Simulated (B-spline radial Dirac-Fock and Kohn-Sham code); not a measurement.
Kohn-Sham estimates against Dirac-Fock for the levels of Xe³⁹⁺

System: the Xe³⁹⁺ ion in the configuration 1s2 2s2 2p6 3s2 3p3.

The density-functional columns are spherical, spin-unpolarised Dirac-Kohn-Sham results without Breit or QED terms: −ε is minus the orbital energy of the initial state and ΔSCF the difference of two total energies. The reference in the last column comes from relaxed Dirac-Fock hole states (ΔSCF) with Breit and QED corrections and a finite nucleus. All numbers are from a radial finite-basis atomic code, in eV; a selection of levels is shown. For the 1s level of heavy atoms much of the gap between ΔSCF and the reference is the Breit and QED part, -123.9 eV here; for other levels the error of the functional can be larger.

```csv
level,LDA −ε,LDA ΔSCF,Dirac-Fock
K (1s),36667.1,37077.8,36963.0
L1 (2s),7597.4,7697.0,7737.1
L3 (2p3/2),6972.7,7085.1,7080.2
M1 (3s),2960.1,3001.7,3001.9
"M2,3 (3p)",2799.3,2842.4,2837.4
```

Values without a named source are computed, but for edge energies of neutral atoms, which are taken from tables.
